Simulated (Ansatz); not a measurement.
AlH5OSeSi, SMILES `[OH][AlH][SiH2][SeH]`, relaxed with RKS PBE-D4/def2-SVP in Ansatz 0.2.0 from a rough embedded geometry. The force threshold is 0.03 eV/Å; the program also tests the step.

Charge 0, multiplicity 1.

Start:

```xyz
9

O    -1.973    1.042    0.591
Al   -0.600    1.060   -0.577
Si    0.901   -0.753   -0.572
Se    0.223   -2.288    0.967
H    -1.603    1.529    1.439
H    -0.419    2.279   -1.605
H     2.238   -0.297   -0.354
H     0.810   -1.432   -1.938
H     0.424   -1.140    2.051
```

| step | energy (eV) | largest force (eV/Å) | largest move (Å) |
| --- | --- | --- | --- |
| 1 | -81919.7312 | 2.812 | 0.000 |
| 2 | -81920.1309 | 1.296 | 0.191 |
| 3 | -81920.1883 | 0.616 | 0.110 |
| 4 | -81920.2252 | 0.396 | 0.066 |
| 5 | -81920.3133 | 0.396 | 0.200 |
| 6 (rejected) | -81920.2480 | 2.377 | 0.198 |
| 7 | -81920.3636 | 0.468 | 0.099 |
| 8 | -81920.4138 | 0.549 | 0.100 |
| 9 | -81920.4726 | 0.243 | 0.150 |
| 10 | -81920.4765 | 0.438 | 0.200 |
| 11 | -81920.4997 | 0.170 | 0.200 |
| 12 (rejected) | -81920.4494 | 1.218 | 0.196 |
| 13 | -81920.5085 | 0.123 | 0.098 |
| 14 | -81920.5111 | 0.099 | 0.060 |
| 15 | -81920.5121 | 0.072 | 0.037 |
| 16 | -81920.5136 | 0.063 | 0.064 |
| 17 | -81920.5138 | 0.006 | 0.017 |

End:

```xyz
9

O    -1.209    1.117    1.062
Al   -0.536    1.069   -0.528
Si    1.061   -0.779   -0.644
Se    0.325   -2.251    0.990
H    -1.879    1.751    1.363
H    -1.005    2.135   -1.628
H     2.499   -0.363   -0.431
H     1.038   -1.539   -1.947
H    -0.294   -1.140    1.763
```

Run time 22 s (4 threads of a server CPU on a shared host); peak host memory 0.16 GiB.
